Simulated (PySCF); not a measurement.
# Ti²⁺: excitation energy

Ti²⁺ [Ar] 3d2 (3F) → Ti²⁺ [Ar] 3d1 4s1 (3D), as a difference of total energies. All numbers are calculated (PySCF 2.14, the non-relativistic Hamiltonian (point nucleus), in def2-QZVPPD (11s6p5d3f2g, 93 functions)). Correlated levels: valence: [Ar] frozen. The calculations carry no spin-orbit coupling.

```tsv
method	excitation energy (eV)
UHF	4.848
MP2 (valence)	4.890
SCS-MP2 (valence)	4.862
CCSD (valence)	4.896
```

Question: How much does correlation contribute at MP2 (valence)?

Answer: 4.890 − (4.848) = 0.042 eV, measured against UHF.

With two correlated electrons CCSD is exact in that space.
